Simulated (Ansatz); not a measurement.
Relaxation of C3H12NPSi (18 atoms, charge 0, multiplicity 1), to a largest force component of 0.015 eV/Å in at most 40 steps.

These are results of Ansatz 0.2.0, RKS r2SCAN-D4/STO-3G, not measurements.

```xyz
18
Properties=species:S:1:pos:R:3
C 0.811 -0.679 1.621
C 0.684 0.017 0.221
C 1.803 -0.518 -0.659
Si -0.933 -0.136 -0.605
N -1.039 0.593 -2.144
P -2.549 0.972 0.528
H 0.049 -0.207 2.300
H 0.627 -1.698 1.549
H 1.754 -0.459 2.101
H 0.867 1.096 0.381
H 1.866 -0.016 -1.596
H 1.750 -1.587 -0.811
H 2.753 -0.330 -0.169
H -1.431 -1.545 -0.763
H -0.978 1.593 -2.011
H -1.942 0.465 -2.536
H -1.757 2.117 0.855
H -2.373 0.333 1.791
```

Problem. Where does it end, and by what steps?

Solution. It converged. The force dipped under the threshold on the way, but the program's further checks kept it going. Limits of this set-up: minimal basis. After 13 steps the energy has fallen by 0.827 eV; H17 moved furthest, 0.42 Å.

```csv
step,energy less start (eV),largest force component (eV/Å),accepted
0,0.0000,3.999,yes
1,-0.7056,1.169,yes
2,-0.7926,0.436,yes
3,-0.8187,0.151,yes
4,-0.8234,0.131,yes
5,-0.8245,0.053,yes
6,-0.8254,0.042,yes
7,-0.8258,0.046,yes
8,-0.8262,0.053,yes
9,-0.8262,0.088,yes
10,-0.8268,0.046,yes
11,-0.8270,0.010,yes
12,-0.8271,0.007,yes
13,-0.8271,0.009,yes
```

```xyz
18
Properties=species:S:1:pos:R:3
C 0.757 -0.504 1.655
C 0.693 0.100 0.224
C 1.755 -0.571 -0.694
Si -1.028 -0.062 -0.560
N -0.859 0.604 -2.215
P -2.649 0.874 0.675
H 0.049 -0.003 2.332
H 0.515 -1.577 1.639
H 1.767 -0.393 2.077
H 0.945 1.172 0.300
H 1.698 -0.160 -1.713
H 1.585 -1.656 -0.754
H 2.770 -0.407 -0.303
H -1.350 -1.465 -0.735
H -0.732 1.648 -2.138
H -1.796 0.532 -2.694
H -1.780 1.860 1.191
H -2.377 0.018 1.764
```

Run time: 3.6 min on 1 thread of Intel(R) Xeon(R) Processor @ 2.50GHz (Skylake/Cascade Lake), on a shared host, peak memory 0.2 GiB.
